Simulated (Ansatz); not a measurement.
`NC(=O)[SiH2]F` + CH₄ → `C[SiH2]C(N)=O` + H–F  (formal exchange of groups at the Si–F bond)

Gas-phase electronic energies from Ansatz, PBE0-D4/def2-TZVP geometries. CBS: MP2 limit from def2 TZ/QZ plus the TZ coupled-cluster correction, frozen cores. This one scheme is used for every species. One conformer a species, not always the lowest.

```
        species  CCSD/CBS(def2) energy (Eh)
`NC(=O)[SiH2]F`                  -559.23352
            CH₄                   -40.45584
`C[SiH2]C(N)=O`                  -499.24720
            H–F                  -100.38944
```

Task: Work out ΔE.

Result: ΔE = (-499.24720) + (-100.38944) − (-559.23352) − (-40.45584) = 0.05272 Eh = +1.43 eV. CCSD(T)/CBS gives +1.40 eV.

Task: What do rigid-rotor, harmonic-oscillator terms from PBE0-D4/def2-TZVP frequencies (298.15 K, 1 bar) make of the CCSD(T)/CBS value? (An estimate is asked.)

Result: The calculation gave: ΔZPE = -0.05 eV, ΔH = +1.37 eV, ΔS = 7 J/(mol·K), ΔG = +1.35 eV. Modes under 50 cm⁻¹ make the entropy rough.

Largest T1 diagnostic among the species: 0.015.

The D4 term adds −0.07 eV with B3LYP and −0.04 eV with PBE0; it sums over pairs of atoms, weighted by their polarisabilities, and B3LYP, whose exchange is more repulsive, gets the larger term. In def2-TZVPP, CCSD(T) changes the Hartree–Fock value by −0.25 eV (the triples alone add −0.03 eV) and MP2 by −0.24 eV. Leaving LDA and LC-ωPBE aside and taking each functional with its dispersion term where it has one, the values, not all of them listed here, spread over 0.22 eV, from revPBE-D4 to BHLYP-D4. LDA lies −0.06 eV from PBE without D4.

B3LYP here is the variant with VWN-RPA as its local correlation; programs differ in this.
